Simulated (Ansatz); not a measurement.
Calculated with Ansatz (gas phase, PBE0-D4/def2-TZVP geometries, no zero-point term in ΔE). CCSD(T)/CBS adds triple-zeta CCSD(T) − MP2 to the extrapolated MP2 energy (def2 sets, frozen cores). Functionals use def2-TZVPP. B3LYP here is the variant with VWN-RPA as its local correlation; programs differ in this. Each species was taken in one conformer, which may not be the lowest.

`N[SiH](Cl)O[SiH3]` + `N[SiH](N)F` → `N[Si@H](F)N[Si@@H](N)Cl` + `O[SiH3]`  (ligand exchange at the Si–O bond)

```csv
level,ΔE (kcal/mol)
r2SCAN-D4,13.2
ωB97M-V,12.9
PBE,12.3
r2SCAN,13.4
B3LYP,14.4
HF/def2-TZVPP,16.2
CCSD/def2-TZVPP,13.4
SCS-MP2/def2-QZVPP,13.6
```

(1) What does CCSD(T)/CBS give? (Best estimate.)

Largest T1 diagnostic among the species: 0.011.

Answers

(1) Ansatz gave: +13.2 kcal/mol. The listed levels differ from it by 0.0, -0.3, -0.9, 0.2, 1.2, 3.0, 0.2, 0.4 kcal/mol.

The D4 term adds −1.0 kcal/mol with B3LYP and −0.6 kcal/mol with PBE0; it sums over pairs of atoms, weighted by their polarisabilities, and B3LYP, whose exchange is more repulsive, gets the larger term. In def2-TZVPP, CCSD(T) changes the Hartree–Fock value by −3.3 kcal/mol (the triples alone add −0.5 kcal/mol) and MP2 by −3.5 kcal/mol.
